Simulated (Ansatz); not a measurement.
**Match the barriers**

Saddle point of SnH$_{2}$Cl$_{2}$O$_{2}$, singlet (SnH₂Cl₂O₂ ([OH][Sn]([OH])([Cl])[Cl]) → SnCl₂O ([O][Sn]([Cl])[Cl]) + H₂O (still joined by a long Sn–O bond); bonds formed: O2–H4; bonds broken: O3–H4; bonds weakened to dative contacts: Sn1–O2), PBE0-D4/def2-TZVP structure:

Sn1  (-0.600, -0.344, -0.484)
O2  (0.854, 0.832, 0.615)
O3  (1.046, -0.553, -1.338)
H4  (1.381, 0.308, -0.201)
Cl5  (-2.335, 1.007, -1.122)
Cl6  (-1.503, -1.806, 1.045)
H7  (1.158, 0.555, 1.486)
(Å)

Computed with Ansatz 0.2.0 (basis: def2-TZVPP, with def2-QZVPP for the basis limit); correlated methods freeze the cores. Filled d shells of the heavier atoms are correlated. Core potentials replace the inner electrons of the atoms past krypton. The def2 sets are not built for correlating such inner shells, so the correlated values are less sure here. Extrapolation: Hartree–Fock as exp(−7.88 √X), correlation as X^−2.97. Four methods, as single points on the PBE0-D4 structures, gave these electronic barriers from the start structure: 1.600, 1.884, 1.955, 2.663 eV.

The methods were, in alphabetical order, CCSD(T), HF, PBE-D4, PBE0-D4. Which gave which? (A judgement: the text doesn't fix the answer.)

By the calculation: PBE-D4 1.600; PBE0-D4 1.884; CCSD(T) 1.955; HF 2.663 eV. For comparison, CCSD(T) at an estimated basis limit (MP2 extrapolated from triple and quadruple zeta, plus CCSD(T) − MP2 in triple zeta) gives 1.947 eV.

No T1 diagnostic of these runs exceeds 0.018.

Labels in which every atom is bracketed show which atoms are joined, not bond orders.

For scale, one of the runs: CCSD(T)/def2-TZVPP, 224 basis functions, launched by `ansatz run in.yaml --threads 8 --pin off --events-out ev --progress --plain --max-ram 19148MiB`. Time: 49 s of wall clock on 8 CPU threads of an Intel Xeon Platinum 8488C; the host was shared. Peak host memory: 4 GiB.
